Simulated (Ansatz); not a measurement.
Gas-phase reaction R1 + R2 → P1 + P2, each structure at its B3LYP-D3(BJ)/def2-TZVP stationary point, reached from a drawn start (curvature not checked).
R1: CH3 (SMILES [CH3]), charge 0, multiplicity 2.
P1: CH4 (SMILES C), charge 0, multiplicity 1.
R2: H2 (SMILES [H][H]), charge 0, multiplicity 1.
P2: H atom, charge 0, multiplicity 2.

P less R. No zero-point or thermal terms; singlets are restricted closed shells; open shells are unrestricted.

Correlated levels freeze the cores.

Run with Ansatz (a program for electronic structure). All values are computed, each at the level named.

```csv
level,reaction energy (meV)
SVWN5/def2-TZVPPD,-439.8
revPBE/def2-TZVPPD,-99.5
B97M-V/def2-TZVPPD,-180.9
PBE0/def2-TZVPPD,-215.6
BHLYP/def2-TZVPPD,-29.2
wB97M-V/def2-TZVPPD,-176.0
CCSD/aug-cc-pVTZ,-78.4
CCSD/aug-cc-pVQZ,?
CCSD(T)/aug-cc-pVQZ,?
```

### Question
Some entries are withheld; supply them.

### Answer

- CCSD/aug-cc-pVQZ, reaction energy (meV): -77.0
- CCSD(T)/aug-cc-pVQZ, reaction energy (meV): -121.6
